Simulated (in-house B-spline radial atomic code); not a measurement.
A run on an ion of nuclear charge 58 with 58.5 electrons that did not converge. Method: scalar-relativistic (X2C) B3LYP, spin-polarised, spherical fractional occupations, Fermi nucleus of rms radius 4.8771 fm; computed with an all-electron radial atomic-structure program (B-spline basis).

Command:
```bash
python run_scf.py task.json out
```
Settings (nuclear radius in fm, mass in u):
```
Z                58
configuration    [Xe] 4f1.5 5d1 6s2
hamiltonian      x2c
method           b3lyp
spin_polarised   True
nucleus          fermi
rms_radius       4.8771
atomic_mass      139.90545
speed_of_light   137.035999084
```

First and last ten iterations of the last attempt (damped for 15 steps, keeping 80 % of the old Fock matrix, then DIIS):
```
 iter        energy (Eh)    residual
    1       -8852.291800    4.62e-01
    2       -8853.105133    4.23e-01
    3       -8856.605564    2.70e-01
    4       -8858.322838    1.66e-01
    5       -8859.129149    9.94e-02
    6       -8859.491719    5.74e-02
    7       -8859.648050    3.20e-02
    8       -8859.712823    1.85e-02
    9       -8859.738722    1.20e-02
   10       -8859.748810    8.20e-03
  111       -8858.404448    7.72e-02
  112       -8858.390292    7.72e-02
  113       -8858.398055    7.72e-02
  114       -8858.401732    7.71e-02
  115       -8858.410790    7.69e-02
  116       -8858.401126    7.71e-02
  117       -8858.400729    7.67e-02
  118       -8858.380749    7.71e-02
  119       -8859.752163    5.21e-03
  120       -8859.752024    5.46e-03
 not converged after 120 iterations
```

The smallest residual met was 2.5e-03; the threshold is about 6e-07. No energy from this run should be used. The likely cause: this method binds the added charge weakly or not at all at the basis-set limit, so charge moves back and forth between the atom and the box. Time taken, with all properties: 5.5 s on 1 thread of Intel(R) Xeon(R) Platinum 8488C, on a shared host.
